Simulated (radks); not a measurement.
Results of a calculation; reference values are marked as such.
Species: W3+. Configuration: [Kr] 4d10 4f14 5p6 5d3 5f2 (not the ground configuration).

Level of theory: scalar-relativistic Kohn-Sham, PBEsol, spin-polarised, spherical densities, finite nucleus; open shells are filled with parallel spins first (spin-orbit coupling, left out, can overturn this in heavy ions); Fermi nuclear charge, rms radius 5.3658 fm (a radial shooting solver on a logarithmic mesh with Libxc functionals).

Energy parts (hartree):
part                       energy
total                 -16125.7906
kinetic                17759.7925
electron-nucleus      -39745.4390
Hartree                 6175.9906
exchange-correlation    -316.1346

Orbitals (lengths in bohr, moments of r in powers of bohr):
orbital,occ.,eigenvalue (hartree),<r^2>,<r>
1s up,1,-2553.961,0.0004633,0.01835
1s down,1,-2553.962,0.0004633,0.01835
2s up,1,-442.3986,0.007124,0.07759
2s down,1,-442.3909,0.007124,0.07759
2p up,3,-387.2861,0.005893,0.06945
2p down,3,-387.2799,0.005893,0.06945
3s up,1,-103.2909,0.04626,0.2011
3s down,1,-103.2872,0.04625,0.2011
3p up,3,-86.96252,0.04701,0.2014
3p down,3,-86.95848,0.04700,0.2014
3d up,5,-68.14545,0.03898,0.1824
3d down,5,-68.13937,0.03898,0.1824
4s up,1,-22.76494,0.2283,0.4497
4s down,1,-22.75653,0.2283,0.4498
4p up,3,-17.40691,0.2600,0.4781
4p down,3,-17.39889,0.2599,0.4781
4d up,5,-10.60594,0.3026,0.5111
4d down,5,-10.59650,0.3022,0.5109
4f up,7,-3.05293,0.4431,0.5977
4f down,7,-3.03504,0.4353,0.5935
5s up,0,-4.64908,1.222,1.045
5s down,0,-4.57795,1.205,1.037
5p up,3,-3.26854,1.604,1.194
5p down,3,-3.17655,1.577,1.184
5d up,3,-1.63293,2.811,1.569
5d down,0,-1.51433,2.780,1.559
5f up,2,-0.52824,12.30,3.273
6p up,0,-0.98801,8.902,2.826

The highest occupied level is 5f up at -14.374 eV. The configuration is held as typed, so some empty levels lie below it. Spin moment in Bohr magnetons: 5.
